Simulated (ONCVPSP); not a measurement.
## molybdenum (Mo): one change to an ONCV potential, before and after

* Element: Mo
* Generator: ONCVPSP 4.0.1
* Type: optimised norm-conserving Vanderbilt (ONCV)
* Functional: PBE
* Relativity: fully relativistic
* Frozen core: [Ar] 3d10
* Valence charge: 14
* Reference configuration: 4s2 4p6 4d5 5s0.75 (charge +0.25)
* Partial waves: 4s+5s: rc 1.40 bohr, ncon 4, nbas 8, qcut 6.8 1/bohr, 3 projectors, debl 2.4 Ha; 4p: rc 2.05 bohr, ncon 3, nbas 7, qcut 6.3 1/bohr, 1 projector; 4d: rc 2.15 bohr, ncon 4, nbas 9, qcut 8.3 1/bohr, 2 projectors, debl 3.8 Ha
* Local potential: polynomial inside 1.20 bohr (lpopt 4, dvloc0 0 Ha)
* Core correction: polynomial model core, fcfact 0.55

Open shells are filled in proportion to 2j + 1.

All-electron outer shells of the reference configuration (PBE, scalar-relativistic, ld1.x):

```
shell  level (eV)  outermost node (bohr)  outermost maximum (bohr)
   3d     -222.52                      –                      0.32
   4s      -65.91                   0.51                      0.99
   4p      -40.06                   0.52                      1.08
   5s       -5.45                   1.34                      2.89
   4d       -5.31                   0.53                      1.38
```

Change: all radii but the core radius scaled by about 0.90 (s 1.26, p 1.84, d 1.94 bohr); local potential polynomial inside 1.08 bohr (lpopt 4, dvloc0 0 Ha).

Cutoffs: the cutoffs (Ha) at which the residual kinetic energy of the hardest occupied pseudo-wave falls to 1 and 0.1 mHa per electron; they do not see the model core or the augmentation charge, which bear on the density cutoff. Errors are all-electron minus pseudo energies relative to the spin-unpolarised reference configuration.

Question: Predict the effect on cutoff, ghosts and configuration errors.

Answer: The potential gets harder (21 Ha and 66 Ha → 27 Ha and 100 Ha); the errors of the 4 common tests hardly move; neither file shows a bound ghost. A smaller radius makes the pseudo-wave follow the all-electron one further in, where it bends more sharply, so more plane waves are needed.

| quantity | base | changed |
| --- | --- | --- |
| cutoff, loose | 21 Ha | 27 Ha |
| cutoff, tight | 66 Ha | 100 Ha |
| loose cutoff by channel | s 21 Ha, p 13 Ha, d 19 Ha | s 27 Ha, p 13 Ha, d 20 Ha |
| bound ghosts | none | none |
| GHOST(+) flags under 300 eV | none | none |
| error for 4s2 4p6 4d5 5s1, meV [ΔE -1.19 eV] | 0.0 | 0.0 |
| error for 4s2 4p6 4d5 5s0, meV [ΔE 5.70 eV] | -0.1 | 0.0 |
| error for 4s2 4p6 4d4 5s0, meV [ΔE 21.16 eV] | +1.1 | +1.0 |
| error for 4s2 4p6 4d5.5 5s0.5, meV [ΔE -0.91 eV] | -0.1 | -0.1 |
| rms error of d²Exc/dni dnj with the model core, mHa | 3.86 | 4.00 |
